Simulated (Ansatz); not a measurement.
Consider the formal exchange of groups at a Ga–Si bond: `[SiH3][GaH][Cl]` + `CCSC(C)C` → `C[CH2][GaH][Cl]` + `CC(C)S[SiH3]`.

Computed with Ansatz on PBE0-D4/def2-TZVP structures; ΔE is electronic, products minus reactants. CCSD(T)/CBS adds triple-zeta CCSD(T) − MP2 to the extrapolated MP2 energy (def2 sets, frozen cores). Functionals use def2-TZVPP. For Ga outer-core shells are correlated without core-valence functions, which leaves a few kJ/mol of doubt a bond. Scalar relativity is left out up to krypton. Each species was taken in one conformer, which may not be the lowest.

`[SiH3][GaH][Cl]`:

Z-matrix (Å, degrees):
```
Si
Ga 1 2.404
H 1 1.487 2 109.1
H 1 1.487 2 109.1 3 118.8
H 1 1.487 2 111.9 3 -120.6
Cl 2 2.161 1 113.6 3 -59.2
H 2 1.564 1 133.0 3 120.8
```

`CCSC(C)C`:

Z-matrix (Å, degrees):
```
C
C 1 1.517
H 1 1.092 2 111.1
H 1 1.092 2 111.1 3 120.2
H 1 1.092 2 110.3 3 -119.9
S 2 1.807 1 108.8 3 -59.9
H 2 1.092 1 110.2 3 179.8
H 2 1.092 1 110.2 3 60.4
C 6 1.819 2 103.0 1 -178.8
C 9 1.519 6 112.8 2 65.1
C 9 1.519 6 112.8 2 -63.4
H 9 1.095 6 101.2 2 -179.2
H 10 1.094 9 110.3 6 173.0
H 10 1.091 9 111.2 6 52.6
H 10 1.093 9 111.2 6 -68.1
H 11 1.093 9 111.2 6 68.4
H 11 1.094 9 110.2 6 -172.8
H 11 1.091 9 111.2 6 -52.3
```

`C[CH2][GaH][Cl]`:

```xyz
10

C     0.700   -0.223   -1.189
C    -0.410   -0.433   -0.166
Ga   -0.304    0.700    1.433
Cl   -1.867    0.387    2.893
H     0.580   -0.885   -2.051
H     1.687   -0.422   -0.764
H     0.715    0.802   -1.568
H    -0.434   -1.469    0.188
H    -1.397   -0.257   -0.608
H     0.730    1.801    1.833
```

`CC(C)S[SiH3]`:

Z-matrix (Å, degrees):
```
C
C 1 1.516
H 1 1.091 2 112.0
H 1 1.092 2 110.5 3 -120.4
H 1 1.094 2 110.0 3 120.1
C 2 1.518 1 112.0 3 -179.2
S 2 1.840 1 112.0 3 60.4
H 2 1.094 1 109.9 3 -57.8
H 6 1.093 2 109.9 1 58.0
H 6 1.093 2 110.7 1 -61.1
H 6 1.091 2 111.5 1 178.3
Si 7 2.123 2 101.1 1 -72.2
H 12 1.483 7 105.9 2 -170.8
H 12 1.488 7 113.4 2 69.6
H 12 1.488 7 110.2 2 -51.4
```

```csv
species,B2PLYP energy (Eh)
`[SiH3][GaH][Cl]`,-2676.39847
`CCSC(C)C`,-595.71583
`C[CH2][GaH][Cl]`,-2464.39915
`CC(C)S[SiH3]`,-807.74063
```

Question: Work out ΔE.

Answer: ΔE = (-2464.39915) + (-807.74063) − (-2676.39847) − (-595.71583) = -0.02548 Eh = -66.9 kJ/mol. CCSD(T)/CBS gives -69.2 kJ/mol.

Largest T1 diagnostic among the species: 0.013.
